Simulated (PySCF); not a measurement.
Heteronuclear NMR

Geometry:
| atom | x (Å) | y (Å) | z (Å) |
| --- | --- | --- | --- |
| B1 | 1.728 | -1.014 | -0.314 |
| N2 | 0.804 | 0.312 | -0.099 |
| C3 | 1.142 | 0.998 | 1.155 |
| C4 | -0.658 | 0.072 | -0.308 |
| C5 | -1.269 | -0.729 | 0.826 |
| C6 | -1.405 | 1.370 | -0.575 |
| H7 | 1.379 | -1.492 | -1.388 |
| H8 | 2.882 | -0.597 | -0.334 |
| H9 | 1.527 | -1.763 | 0.634 |
| H10 | 1.096 | 0.921 | -0.866 |
| H11 | 2.212 | 1.235 | 1.138 |
| H12 | 0.558 | 1.921 | 1.293 |
| H13 | 0.964 | 0.315 | 1.994 |
| H14 | -0.685 | -0.546 | -1.218 |
| H15 | -0.664 | -1.619 | 1.044 |
| H16 | -1.371 | -0.131 | 1.745 |
| H17 | -2.276 | -1.058 | 0.535 |
| H18 | -2.444 | 1.148 | -0.858 |
| H19 | -1.442 | 2.021 | 0.313 |
| H20 | -0.953 | 1.938 | -1.404 |

- GIAO PBE0/pcSseg-1 shieldings
- coordinates at the PBE0-D3(BJ)/def2-SVP level
- B3LYP/pcJ-1 coupling constants (spin–dipole term only in couplings to heteroatoms)
- run in PySCF 2.14.0 with density-fitted response routines
- no relativistic terms, single conformer, averaged over atoms made equivalent by symmetry, fast rotation or ring inversion, no solvent

Q: What are the 15N shifts?

A: 
```tsv
atoms	environment	σ (ppm)	δ (ppm)
N2	donor nitrogen of a Lewis adduct	192.8	-327.0
```

Shieldings were converted by a linear fit to measured shifts: 15N: δ = -150.45 − 0.916σ (rms 7.2 ppm, 79 shifts vs CH3NO2, solution or neat liquid). Occasional misses reach two or three times the rms, and more in compound classes unlike the fitted ones. Couplings are scaled by factors fitted to measured values: 2J(H,H) × 0.91 (rms 0.6 Hz), 3J(H,H) × 0.91 (rms 0.4 Hz, 0.5 with 2 outliers); all others are unscaled and can be 10–30 % off.

Couplings (the largest are listed; each averaged over equivalent pairs): 1J(N2,C3) = -6.3 Hz, 1J(N2,C4) = -4.7 Hz, 1J(B1,N2) = -4.3 Hz, 2J(N2,H7) = -1.7 Hz, 2J(N2,H14) = -1.2 Hz, 3J(N2,H15) = -2.7 Hz, 3J(N2,H18) = -2.3 Hz. Signs are for 15N, whose magnetogyric ratio is negative.

On a 300 MHz spectrometer 15N resonates near 30.4 MHz, so 1 ppm is 30.4 Hz.
